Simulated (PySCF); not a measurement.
GeClI, SMILES [Cl][Ge][I] (connectivity only; charge and spin as stated), neutral, multiplicity 1.

Geometry: B3LYP-D3(BJ)/def2-TZVP. The def2 effective core potentials stand for the cores of I; spin–orbit coupling is left out.

These are B3LYP/def2-TZVPD (PySCF) values and carry that method's errors.

Isolated molecule, no solvent.

| Quantity | Value |
|---|---|
| total energy | -2835.17131 hartree |
| point group | Cs |
| highest occupied level | -7.39 eV |
| lowest empty level | -3.50 eV |
| orbital gap | 3.88 eV |
| dipole moment | 1.88 D |
| quadrupole, principal values (traceless, Buckingham form, about the centre of nuclear charge) | -6.85, 2.89, 3.95 D·Å |
| mean static polarisability | 88.2 bohr³ (13.07 Å³) |
| polarisability, principal values | 62.7, 81.3, 120.6 bohr³ |
